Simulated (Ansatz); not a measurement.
Harmonic frequencies (cm⁻¹) at PBE0-D4/def2-TZVP from Ansatz: 304, 480, 606, 727, 2015, 2028.

**Question.** Which molecule is it?
A. `[GaH2][Br]`
B. `[F][Ga]([Cl])[Cl]`
C. `[Cl][Ga]([Cl])[I]`
D. `[OH][Ga]([OH])[Br]`

**Answer.** A.
